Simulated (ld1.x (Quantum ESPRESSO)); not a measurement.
**Building the PAW potential for H (Z = 1) (PBE, non-relativistic).**

hydrogen (H), PAW, made with ld1.x (Quantum ESPRESSO) 7.5 (PBE, non-relativistic). Core none, reference 1s0.5 (charge +0.5). Waves: 1s (bound): rcut 0.65, rcutus 0.85 bohr; 1s channel at 3.15 Ry: rcut 0.65, rcutus 0.85 bohr; 2p channel at 0.45 Ry: rcut 0.65, rcutus 0.85 bohr. Local part: all-electron potential smoothed inside 0.75 bohr (lloc = -2). Core correction: none. Augmentation charge: PSQ, radius 0.60 bohr.

- Cutoffs needed: 18 Ry and 40 Ry (the cutoffs (Ry, on a coarse ladder) from which the occupation-weighted sum of valence levels, in a spherical-Bessel basis at the reference potential, stays within 10 and 1 mRy of its value at 400 Ry)
- Ghost test: no extra level below or beside the all-electron valence levels (s, p, d, f tested) (spherical-Bessel basis up to 400 Ry, 20 bohr box)
- Lowest eigenvalue of the overlap operator: 0.93 (p channel)
- Density cutoff estimated by the generator: 666 Ry
